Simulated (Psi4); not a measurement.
The Psi4 input:
```
memory 2 GB

molecule mol {
0 1
  Si    1.585546   -0.294653    0.093054
  O    -0.003746   -0.028984   -0.031880
  Si   -1.584141    0.305515   -0.081085
  H     1.996361   -0.923911   -1.160282
  H     2.222422    1.006205    0.290415
  H     1.777237   -1.176698    1.242699
  H    -2.213758   -0.474707    0.982498
  H    -2.047572   -0.094735   -1.407977
  H    -1.724385    1.743647    0.140125
}

set basis def2-tzvpd
set reference rks

energy('tpss')
print_variables()
```

Estimate the total energy that TPSS/def2-TZVPD (Psi4) returns for this input.

-658.0022 Eh

Estimate the nuclear repulsion energy that TPSS/def2-TZVPD returns for this input.

159.8779 Eh

What dipole moment does TPSS/def2-TZVPD give?

0.05 D

Predict the number of basis functions from TPSS/def2-TZVPD.

180
